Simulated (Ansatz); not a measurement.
The cluster Ag2Pd⁻, relaxed as a quartet with UKS PBE-D4/def2-TZVPD in Ansatz, starting from the PBE-D4/def2-TZVPD geometry of the charge -1 doublet. Force threshold 0.02 eV/Å.

In the def2 sets Ag, Pd take a core potential; there is no spin–orbit coupling. The highest occupied level of the charge -1 quartet lies above zero (up to 0.47 eV). It is a level of α spin, whose loss leaves a triplet; that state wasn't run at this geometry and level. The electron is either unbound and held by the finite basis, or the level is raised by self-interaction error. The gap within one spin of the charge -1 quartet nearly closes, so an electron or hole may be smeared out by delocalisation error. The relaxation made no stability test and no search for a lower SCF solution. At PBE-D4/def2-TZVPD a doublet of charge -1 lies 0.93 eV below the quartet, each at its own geometry. That doublet is doubtful there (an occupied level 0.05 eV above an empty one). The structure comes from a short search, and lower isomers may exist.

Start:

```
atom    x (Å)    y (Å)    z (Å)
 Pd1   0.0014  -0.0037  -0.0042
 Ag2  -0.6447   1.6778   1.9293
 Ag3   0.6433  -1.6741  -1.9251
```

Question: Estimate the energy that the relaxation releases and the steps that it takes.

Answer: 13.7 kcal/mol, in 18 steps; 31 s on 4 threads of Arm Neoverse V1 on a shared host. The force fell under the threshold at step 3, but the optimiser went on and released 0.561 eV more. No frequencies were taken in this run, so the end may be a saddle point.

Question: Does the start keep its bonding and symmetry?

Answer: Bonds formed: Ag2–Ag3 (atoms count from 1). Point group D∞h at the start, C2v at the end, both within 0.05 Å.

Question: Predict the relaxed structure.

Answer: 
Cartesian coordinates in Å:
```
Pd 1.255 -0.487 0.835
Ag -0.961 1.121 0.595
Ag -0.293 -0.634 -1.431
```
Bond lengths (bridged metal pairs left out): 2 × Ag–Pd 2.75 Å; 1 × Ag–Ag 2.76 Å.
